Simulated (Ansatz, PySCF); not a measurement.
Isomers of C10H8: 1 is c1ccc2ccccc2c1, 2 is c1ccc2cccc-2cc1; one conformer of each (the lowest of an xTB search), B3LYP-D3(BJ)/def2-TZVP minima.
Isomer 1 (charge 0, multiplicity 1):
```xyz
18

C      2.47710    -0.48042     0.00065
C      2.34618     0.91785     0.14057
C      1.10437     1.49564     0.17460
C     -0.06619     0.70702     0.07075
C     -1.36346     1.27183     0.10235
C     -2.47709     0.48042    -0.00065
C     -2.34619    -0.91785    -0.14057
C     -1.10437    -1.49564    -0.17460
C      0.06619    -0.70703    -0.07075
C      1.36347    -1.27183    -0.10235
H      3.46356    -0.92514    -0.02493
H      3.23346     1.53251     0.22101
H      1.00133     2.56872     0.28194
H     -1.46140     2.34537     0.20983
H     -3.46355     0.92515     0.02493
H     -3.23347    -1.53250    -0.22101
H     -1.00134    -2.56873    -0.28194
H      1.46141    -2.34537    -0.20983
```
Isomer 2 (charge 0, multiplicity 1, Z-matrix in Å and degrees):
```
C
C 1 1.3849
H 2 1.0861 1 115.25
C 2 1.3917 3 115.77 1 180.00
H 4 1.0837 2 115.70 3 0.00
C 4 1.3915 5 115.62 2 180.00
H 6 1.0849 4 115.05 5 0.00
C 6 1.3915 7 115.05 4 180.00
H 8 1.0837 6 115.62 7 0.00
C 8 1.3917 9 115.70 6 180.00
C 10 1.3849 8 128.98 9 -180.00
H 10 1.0861 11 115.25 1 -180.00
C 11 1.4017 10 126.09 12 0.00
H 13 1.0792 11 125.11 10 0.01
C 13 1.4003 14 126.34 11 -179.99
H 15 1.0806 13 125.07 14 -0.01
C 15 1.4003 16 125.07 13 180.00
H 17 1.0792 15 126.34 16 0.01
```

No zero-point or thermal terms.

Frozen-core correlation.

The values were computed with Ansatz (a program for electronic structure) with Gaussian orbitals; PySCF for the dispersion terms. Each number belongs to the level named beside it.

What electronic energy of isomer 2 less that of isomer 1 does PBE0-D3(BJ)/def2-TZVPP give?

35.2 kcal/mol

Estimate the electronic energy of isomer 2 less that of isomer 1 that wB97M-V/def2-TZVPP returns for this input.

39.4 kcal/mol

What is the computed electronic energy of isomer 2 less that of isomer 1 (SCS-MP2/cc-pVDZ)?

36.1 kcal/mol
